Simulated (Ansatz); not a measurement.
The same path of ClF$_{4}$H$_{4}$SiTa (11 atoms, charge 0, multiplicity 1) was run twice with different band settings. Lost on the way: Si7–H11. Made: Ta1–Si7, F2–H11.

The calculation used RKS PBE/def2-SVP in Ansatz.

Relaxed end points:

```xyz
11
Properties=species:S:1:pos:R:3
Ta -0.035 -0.329 0.039
F 1.754 -0.933 0.160
Cl -0.234 -0.644 2.357
F 0.481 0.522 -1.573
F -1.364 1.011 0.178
F -0.949 -1.808 -0.621
Si 1.376 2.698 1.563
H 1.764 2.231 2.931
H 2.451 3.529 0.931
H 0.055 3.399 1.560
H 1.251 1.464 0.684
```

```xyz
11
Properties=species:S:1:pos:R:3
Ta -0.339 0.174 0.328
F 1.964 -0.021 0.037
Cl -0.063 -0.721 2.475
F -0.221 1.243 -1.233
F -2.142 0.579 0.573
F 0.012 -1.445 -0.580
Si 0.945 2.328 1.402
H 0.871 2.565 2.885
H 2.450 2.013 1.182
H 0.779 3.629 0.660
H 2.297 0.795 0.483
```

Common settings: spring 5.0 eV/Å²; optimiser quadratic models (default); start path through a guess of the saddle point; force threshold 0.03 eV/Å; iteration limit 60; end points relaxed.

| run | movable images | climbing image |
| --- | --- | --- |
| 1 | 9 | yes |
| 2 | 4 | no |

(1) What does each run give, and how far can it be trusted?

## Answers

(1) Run 1: converged after 25 iterations, highest image 1.742 eV above the first end. A vibrational analysis at the climbing image gives one clearly imaginary mode, 124i cm⁻¹: a first-order saddle point.
Run 2: converged after 19 iterations, highest image 1.635 eV above the first end. Neighbouring images differ by up to 1.4 eV, so the band resolves the path poorly. No image climbed, so the highest image needn't sit at the top of the path.
The orbitals stay closed-shell, which can raise the energy where a bond breaks towards radicals; this wasn't checked here.
